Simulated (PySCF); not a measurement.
# Working out the ionisation energy of Ar²⁺

Ar²⁺ [Ne] 3s2 3p4 (3P) → Ar³⁺ [Ne] 3s2 3p3 (4S). Computed with PySCF 2.14 in dyall-av3z (19s12p3d2f, 84 functions), with the spin-free X2C one-electron Hamiltonian (Gaussian nucleus). Frozen: [Ne]; the 26 highest virtual orbitals dropped. Energies in hartree (1 hartree = 27.21139 eV):

```
            part  Ar²⁺ (lower)  Ar³⁺ (upper)
             UHF   -527.129017   -525.681852
CCSD correlation     -0.158914     -0.124367
             (T)     -0.004050     -0.003073
```

Question: What does Hartree-Fock give?

Answer: (-525.681852) − (-527.129017) = 1.447165 hartree = 39.379 eV.

Question: What do CCSD and CCSD(T) give?

Answer: The CCSD correlation energies differ by 0.034547 hartree = 0.940 eV and the triples by 0.000977 hartree = 0.027 eV, so CCSD gives 40.319 eV and CCSD(T) 40.346 eV.

A first-order spin-orbit estimate adds 0.063 eV to CCSD(T) (valence), giving 40.409 eV against 40.735 ± 0.012 eV (semi-empirical (NIST evaluation); NIST Atomic Spectra Database, ionization energies).

What remains against the reference includes basis incompleteness, the frozen core and higher excitations.
